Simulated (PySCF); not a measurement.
F2Sr, charge +1, doublet, at a GFN2-xTB geometry (such geometries of metal compounds can be far from the true shape) (a state made from the parent by changing its charge; the spin is typed, not shown lowest) (core potentials on Sr). Base run: DF-PBE/def2-SVP (PySCF).

PySCF was given this input:
```python
from pyscf import gto, scf, dft

mol = gto.M(
    atom='''
Sr   -0.51111909   -0.11805827   -0.04548426
F     0.91037426    1.34179717   -0.84459637
F     1.24768413   -0.84332893    1.03664102
''',
    basis='def2-svp',
    ecp={'Sr': 'def2-svp'},
    charge=1,
    spin=1,
    verbose=4,
)

mf = dft.UKS(mol)
mf.xc = 'pbe'
mf = mf.density_fit(auxbasis='def2-universal-jkfit')
mf.kernel()
mf.analyze()
```

Variants of this job, named by their change:

```tsv
change	basis functions	E (Eh)	HOMO (eV)	core-seconds (rough)	outcome
base	51	-229.81508	-14.13	10	converged
basis = LANL2DZ	30	-	-	-	not converged
basis = def2-SV(P)	51	-229.81508	-14.13	10	converged
basis = def2-SVPD	72	-229.83228	-14.39	10	converged
basis = def2-TZVP	?	?	-14.35	10	converged
basis = def2-TZVPP	102	-230.07153	-14.35	10	converged
basis = def2-TZVPD	113	-	-	-	not converged
basis = def2-QZVP	163	-230.08560	-14.35	20	converged
basis = def2-QZVPP	?	?	?	20	converged
```

**Question.** Some entries are withheld; supply them.

**Answer.** 
- basis = def2-TZVP, basis functions: 95
- basis = def2-TZVP, E (Eh): -230.06993
- basis = def2-QZVPP, basis functions: 177
- basis = def2-QZVPP, E (Eh): -230.08791
- basis = def2-QZVPP, HOMO (eV): -14.36

Totals compare only among sets that treat the same electrons; sets with core potentials leave the core out.

Open shells are given as the SCF converged; they aren't shown to be the lowest states, and a large step between rows can be another state.
